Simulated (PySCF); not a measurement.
A structure optimised at PBE-D3(BJ)/def2-SVP, used in a PySCF frequency run:

```
Ge
F 1 1.7404
F 1 1.7404 2 104.03
O 1 1.7640 2 110.43 3 118.50
H 4 0.9783 1 110.28 2 -57.25
Br 1 2.2690 2 111.18 3 -119.76
```

Write its SMILES, formula and point group.

[OH][Ge]([F])([F])[Br], BrF2GeHO, Cs

What are its rotational constants (standard atomic weights)?

3.4401, 1.2548, 1.2427 GHz
